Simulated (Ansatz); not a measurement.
Computed with PBE-D3(BJ)/def2-SVP in Ansatz (an electronic-structure program). No frequencies were computed at this level.

Ansatz 0.2 input:
```yaml
crystal:
  periodic: [false, false, false]
  atoms:
    - { symbol: Sc, position_ang: [0.0, 0.0, 0.0] }
    - { symbol: F, position_ang: [-0.569457, -1.302075, 1.031885] }
    - { symbol: F, position_ang: [0.882953, -0.368814, -1.472697] }
    - { symbol: F, position_ang: [-0.313495, 1.67089, 0.440813] }
basis:
  gaussian: { orbitals: def2-svp }
hamiltonian:
  xc: pbe
  dispersion: d3bj
relax:
  max_steps: 150
```

Output:

```
Functional definition: PBE
826 factors; their error is unknown
mean field evaluation 1: about -28828.4369 eV, gradient 6.4e1 eV
mean field evaluation 2: about -28727.4407 eV, gradient 2.7e2 eV
mean field evaluation 4: about -28834.4348 eV, gradient 8.9e0 eV
mean field evaluation 8: about -28834.5763 eV, gradient 6.4e-2 eV
mean field -28834.57631343 eV, -1059.6511347406 hartree, gradient 3.9e-5 eV, S^2 0.000000; 0 other end points of the search recorded, 0 dependent functions left out
reference -28834.57641382 eV, -1059.6511384301 hartree; 24, 24 occupied and 49, 49 virtual orbitals, 826 factors
relax step   1: F+E_penalty+E_count = -28834.61765295 eV  Δ(F+E_penalty+E_count) = +0.000e0 eV  max|allowed force component| = 2.521e0 eV/Å  Δτ_max = 0.0000 Å  (25 SCF iters, accepted)
these checks for a lower state are left out or cut short: starts, cluster_reference, orbital_swaps, neighbouring_geometries, increment
826 factors; their error is unknown
mean field evaluation 16: about -28834.8338 eV, gradient 4.2e0 eV
mean field -28834.83413689 eV, -1059.6606095780 hartree, gradient 2.5e-5 eV, S^2 0.000000; 0 other end points of the search recorded, 0 dependent functions left out
reference -28834.83423349 eV, -1059.6606131281 hartree; 24, 24 occupied and 49, 49 virtual orbitals, 826 factors
relax step   2: F+E_penalty+E_count = -28834.87482086 eV  Δ(F+E_penalty+E_count) = -2.572e-1 eV  max|allowed force component| = 7.026e-1 eV/Å  Δτ_max = 0.0518 Å  (25 SCF iters, accepted)
these checks for a lower state are left out or cut short: starts, cluster_reference, orbital_swaps, neighbouring_geometries, increment
826 factors; their error is unknown
mean field -28834.86072164 eV, -1059.6615865497 hartree, gradient 1.5e-5 eV, S^2 0.000000; 0 other end points of the search recorded, 0 dependent functions left out
reference -28834.86081665 eV, -1059.6615900413 hartree; 24, 24 occupied and 49, 49 virtual orbitals, 826 factors
relax step   3: F+E_penalty+E_count = -28834.90109335 eV  Δ(F+E_penalty+E_count) = -2.627e-2 eV  max|allowed force component| = 6.294e-3 eV/Å  Δτ_max = 0.0245 Å  (26 SCF iters, accepted)
826 factors; their error is unknown
mean field evaluation 32: about -28834.8929 eV, gradient 3.5e-2 eV
mean field -28834.86072164 eV, -1059.6615865497 hartree, gradient 1.5e-5 eV, S^2 0.000000; 1 other end points of the search recorded, 0 dependent functions left out
reference -28834.86081665 eV, -1059.6615900413 hartree; 24, 24 occupied and 49, 49 virtual orbitals, 826 factors
Total energy: -28834.90118836 eV, -1059.6630736742 hartree
Atom 0 at     0.000021    -0.000043     0.000059 Å, force     0.000106     0.000279    -0.000231 eV/Å
Atom 1 at    -0.594220    -1.358668     1.076726 Å, force     0.002097     0.004783    -0.003787 eV/Å
Atom 2 at     0.921274    -0.384735    -1.536648 Å, force    -0.003309     0.001231     0.005539 eV/Å
Atom 3 at    -0.327073     1.743447     0.459865 Å, force     0.001105    -0.006294    -0.001520 eV/Å
Dipole moment:     0.000054    -0.000066     0.000104 e Å
```

Cost: roughly 9 core-seconds.
